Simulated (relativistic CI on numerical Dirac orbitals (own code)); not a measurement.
**One change at a time: Pr22+**

Base calculation: Dirac-Coulomb-Breit CI, orbitals from a KLI potential per configuration, model QED, unscaled Slater integrals.

CI space (outside the closed core [Ar] 3d10): 4s²4p⁶4d, 4s²4p⁵4d², 4s²4p⁶4f, 4s4p⁶4d², 4s²4p⁵4d4f, 4s4p⁶4d4f, 4s²4p⁶5s, 4s²4p⁶5p, 4s²4p⁶5d, 4s²4p⁵4d5s, 4p⁶4d³, 4p⁵4d⁴, 4p⁵4d³4f. Double excitations out of closed p, d and f shells are left out; levels of such configurations are missing from the list, as are those of other unlisted configurations, and high levels can miss mixing partners. These lack a partner that the ground configuration has and come out too high: 4s²4p⁵4d5s.

Variants: (1) configuration mixing switched off. Shifts of the energy above 4s²4p⁶4d ²D3/2, in cm⁻¹, for the lowest level and the first level of each name with at least 55 % of one term (blank where a level changes its place among those of its configuration and J or its character, or is not in the variant):

| Level | Base | Δ(1) |
| --- | --- | --- |
| 4s²4p⁶4d ²D3/2 | 0 | 0 |
| 4s²4p⁶4d ²D5/2 | 40701 | +38 |
| 4s²4p⁵4d² ⁴D°1/2 | 785103 | -13125 |
| 4s²4p⁵4d² ⁴D°3/2 | 789841 | -12603 |
| 4s²4p⁵4d² ⁴D°7/2 | 835425 | -10194 |
| 4s²4p⁵4d² ⁴G°9/2 | 838419 | -9686 |
| 4s²4p⁵4d² ⁴G°11/2 | 851700 | -9015 |
| 4s²4p⁵4d² ²F°7/2 | 888480 | -10005 |
| 4s²4p⁵4d² ⁴F°9/2 | 893412 | -11962 |
| 4s²4p⁵4d² ²H°11/2 | 895395 | -9218 |
| 4s²4p⁵4d² ²P°1/2 | 925368 | -13087 |
| 4s²4p⁵4d² ²G°9/2 | 927643 | -11386 |
| 4s4p⁶4d² ⁴F3/2 | 1546637 | +34306 |
| 4s4p⁶4d² ⁴F5/2 | 1562204 | +32630 |

At this charge energies of transitions that change n are usually good to better than 1 %, and those within a shell (Δn = 0) to a few per cent.

Ionisation energy from the two ground configurations alone: base 662.966 eV. The NIST ASD value (theoretical) is 663 eV.

LS names give the leading component of a level, which can be under half, so a name can repeat, a term be missing and a line seem to break the LS rules.
